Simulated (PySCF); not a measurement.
In (indium, neutral) across methods

[Kr] 4d10 5s1 5p1 6s1, high-spin 4P determinant (an excited configuration). Computed with PySCF 2.14 in aug-cc-pVQZ-PP with one added diffuse shell each of s, p, d, f, g type with ECP28MDF (8s8p6d4f3g, 117 functions), with scalar relativity through the core potential.

```csv
method,E (hartree),mean ε 5s α (eV),mean ε 5p α (eV),mean ε 6s α (eV),Σ⟨r²⟩ (bohr²),⟨S²⟩
UHF,-188.96826,-16.423,-9.367,-2.714,111.7,3.752
r2SCAN,-189.8831,-12.910,-6.308,-1.810,101.9,3.753
MN15,-189.3935,-14.509,-7.406,-2.169,110.2,3.751
r2SCANh,-189.8721,-13.330,-6.641,-1.920,102.2,3.753
PBE0,-189.8191,-13.653,-6.893,-2.125,102.8,3.751
r2SCAN0,-189.8560,-13.958,-7.141,-2.084,102.6,3.752
PBE,-189.8132,-12.519,-5.951,-1.835,101.2,3.751
```

**Question.** Estimate the same row for LDA.

**Answer.** E (hartree) = -189.4789; mean ε 5s α (eV) = -12.814; mean ε 5p α (eV) = -6.015; mean ε 6s α (eV) = -1.872; Σ⟨r²⟩ (bohr²) = 99.46; ⟨S²⟩ = 3.751.

Energies and moments cover only the electrons outside the core potential. The outer electron is Rydberg-like, and this basis confines it to a smaller radius and binds it less than a complete one would.
